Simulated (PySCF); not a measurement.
One entry of a table of gas-phase calculations, keyed by method.

```json
{
 "name": "[TcNCl4]2-",
 "formula": "Cl4NTc",
 "smiles": "[N]#[Tc-2]([Cl])([Cl])([Cl])[Cl]",
 "charge": -2,
 "multiplicity": 1,
 "geometry_level": "PBE0-D3(BJ)/def2-SVP",
 "atoms_angstrom": [
  ["Tc", 0.001, 0.0, 0.147],
  ["N", 0.001, -0.009, 1.737],
  ["Cl", 2.359, 0.01, -0.476],
  ["Cl", -0.008, 2.362, -0.462],
  ["Cl", -2.361, -0.006, -0.466],
  ["Cl", 0.008, -2.358, -0.479]
 ],
 "electronic_structure_code": "PySCF",
 "results": {
  "PBE0-D3(BJ)/def2-SVP geometry optimisation, gas phase, def2 core potentials past Kr": {
   "point_group": "C4v",
   "rotational_constants_GHz": [1.094, 1.094, 0.649]
  },
  "KT2/pcSseg-1 (def2-TZVP on Tc) ground state": {
   "homo_eV": 4.05,
   "lumo_eV": 6.11
  }
 }
}
```

With B = h/(8π²I), that is 505.379 GHz u Å² over I, the principal moments of inertia are 462.0, 462.0 and 779.0 u Å² (most abundant isotopes); the inertial defect Ic − Ia − Ib is -145.0 u Å² (zero for a rigid planar frame, negative otherwise). The rotational constants are those of an oblate symmetric top.

Whether so highly charged an anion holds all its electrons in the gas phase wasn't checked; a finite basis holds them in any case. No counter-ion or solvent screens the charge of this multiply charged ion. Atoms past krypton carry effective core potentials; spin–orbit coupling is left out. The HOMO energy is positive, so at this level the finite basis confines the outermost electrons. No diffuse functions stand in pcSseg-1 (def2-TZVP on Tc), which bears on an anion's orbital energies.
